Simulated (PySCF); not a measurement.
Coordinates in bohr (charge 0 multiplicity 1):
```
I    -2.1492    0.0000    0.7369
O    -3.3545    2.8056   -0.7799
O    -3.3545   -2.8056   -0.7799
I     3.0050    0.0000   -0.5436
```

Computed with PySCF, PBE0, basis I def2-SVP with ECP28, O def2-SVP (scalar-relativistic core potentials, no spin–orbit coupling, density fitting).

This geometry of IO₂I is a stationary point at this level.

(1) What is the point group?

(2) Is it a minimum?

(3) Which band is strongest in the infrared?

(4) Give the ideal-gas entropy at 298.15 K and 1 bar by parts.

Answers

(1) Cs.

(2) Yes: all harmonic wavenumbers are real.

(3) 883 cm⁻¹ (a''), 54 km/mol.

(4) translation 179.4, rotation 121.1, vibration 40.2, spin 0.0; total 340.7 J/(mol K).

Only a few start shapes were tried, so a lower isomer may exist.
